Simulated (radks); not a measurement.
Q: Species: neutral palladium. Configuration: [Kr] 4d10 (the NIST ground configuration). All-electron calculation, non-relativistic Kohn-Sham, r2SCAN, spin-polarised, spherical densities, point nucleus; meta-GGA in the generalised Kohn-Sham scheme; relativity is left out, which matters for an element this heavy. Program: a radial shooting solver on a logarithmic mesh with Libxc functionals. Some entries of the table are withheld. Estimate them.

orbital  occ.  eigenvalue (eV)  <r> (bohr)  r(max) (bohr)
1s          2        -23479.84     0.03311        0.02191
2s          2              (1)      0.1437            (2)
2p          6        -3129.412         (3)        0.09563
3s          2        -609.9811      0.3908         0.3529
3p          6        -512.1869      0.3836         0.3399
3d         10        -332.5765      0.3573         0.2834
4s          2              (4)      0.9811         0.8793
4p          6         -50.6283         (5)         0.9233
4d         10          -4.0985       1.559            (6)

A: 
(1) 2s eigenvalue (eV): -3372.694
(2) 2s r(max) (bohr): 0.1218
(3) 2p <r> (bohr): 0.1229
(4) 4s eigenvalue (eV): -80.8095
(5) 4p <r> (bohr): 1.062
(6) 4d r(max) (bohr): 1.091
